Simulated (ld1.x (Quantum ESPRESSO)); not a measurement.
Scattering properties, ultrasoft potential for Tm

* Element: thulium (Tm)
* Generator: ld1.x (Quantum ESPRESSO) 7.5
* Type: ultrasoft
* Functional: PBEsol
* Relativity: non-relativistic
* Frozen core: [Kr] 4d10
* Valence charge: 23
* Reference configuration: 4f13 5s2 5p6 5d0 6s1 6p0 (charge +1)
* Partial waves: 5s (bound): rcut 1.85, rcutus 2.10 bohr; 6s (bound): rcut 1.85, rcutus 2.10 bohr; 5p (bound): rcut 2.00, rcutus 2.30 bohr; 6p (bound, empty): rcut 2.00, rcutus 2.30 bohr; 5d (bound, empty): rcut 3.30, rcutus 3.55 bohr; 5d channel at 2.2 Ry: rcut 3.30, rcutus 3.55 bohr; 4f (bound): rcut 0.75, rcutus 1.00 bohr; 4f channel at 1 Ry: rcut 0.75, rcutus 1.00 bohr
* Local potential: all-electron potential smoothed inside 0.80 bohr (lloc = -1)
* Core correction: Bessel-smoothed model core inside 0.90 bohr
* Augmentation charge: built from norm-conserving waves at rcut, not smoothed further

The phase is arctan(r·u′/u) with u = r·R(r), unwrapped; energies in Ry, scanned from -6 to 5 Ry. A pole is an energy at which the radial function vanishes at the test radius. The pseudo phase is shifted by a multiple of π to meet the all-electron one at the reference energy, and phase errors are pseudo minus all-electron; the curves can meet again beyond the range given. Levels narrower than the energy grid can be missing from the lists of poles. n/a: not evaluated, since a narrow level or a reset projector energy made the automatic matching unsafe.

```csv
channel,radius (bohr),reference energy (Ry),"poles, all-electron","poles, pseudo",unbroken range about the reference energy with phases within 0.05 rad,phase error 1 Ry above the reference energy (rad)
s,3.85,-0.62,"-3.76, 0.28, 4.43",0.54,not even at the reference energy,+0.060
p,3.85,-0.40,"-2.34, 0.94","-2.37, 1.53",not even at the reference energy,+0.108
d,3.85,-0.53,"-0.31, 2.40","-0.44, 0.05",not even at the reference energy,-2.719
f,3.85,-1.02,"-1.01, 1.57, 4.80","1.55, 4.77",n/a,n/a
```

A Bessel basis up to 400 Ry misses an occupied level by 0.05 Ry, so cutoffs and ghosts were not judged. Its overlap operator is not positive definite in a basis up to 400 Ry (lowest eigenvalue s -0.41, p -1.23, d -0.57), so the file is unfit for use: the generalised eigenproblem breaks down once the basis is large enough, and its test numbers describe a broken file. The potential misses its own reference levels by up to 0.7 eV.

Phases in the d channel:

| E (Ry) | all-electron | pseudo |
| --- | --- | --- |
| -6.00 | 1.460 | 1.461 |
| -5.74 | 1.458 | 1.458 |
| -5.48 | 1.455 | 1.455 |
| -5.22 | 1.452 | 1.452 |
| -4.96 | 1.448 | 1.449 |
| -4.70 | 1.445 | 1.445 |
| -4.44 | 1.441 | 1.441 |
| -4.18 | 1.436 | 1.437 |
| -3.92 | 1.431 | 1.431 |
| -3.66 | 1.426 | 1.426 |
| -3.40 | 1.419 | 1.420 |
| -3.14 | 1.412 | 1.412 |
| -2.88 | 1.404 | 1.404 |
| -2.62 | 1.394 | 1.394 |
| -2.36 | 1.382 | 1.381 |
| -2.10 | 1.367 | 1.366 |
| -1.84 | 1.347 | 1.345 |
| -1.58 | 1.321 | 1.316 |
| -1.32 | 1.279 | 1.268 |
| -1.06 | 1.203 | 1.175 |
| -0.80 | 0.973 | 0.875 |
| -0.54 | -0.893 | -1.041 |
| -0.28 | -1.601 | -4.276 |
| -0.02 | -1.764 | -4.679 |
| 0.24 | -1.905 | -4.776 |
| 0.50 | -2.151 | -4.836 |
| 0.76 | -2.868 | -4.887 |
| 1.02 | -3.975 | -4.941 |
| 1.28 | -4.374 | -5.010 |
| 1.54 | -4.527 | -5.112 |
| 1.80 | -4.608 | -5.287 |
| 2.06 | -4.661 | -5.655 |
| 2.32 | -4.701 | -6.395 |
| 2.58 | -4.735 | -7.068 |
| 2.84 | -4.767 | -7.382 |
| 3.10 | -4.801 | -7.535 |
| 3.36 | -4.841 | -7.622 |
| 3.62 | -4.898 | -7.678 |
| 3.88 | -4.992 | -7.718 |
| 4.14 | -5.201 | -7.748 |
| 4.40 | -5.942 | -7.771 |
| 4.66 | -7.157 | -7.790 |
| 4.92 | -7.518 | -7.806 |
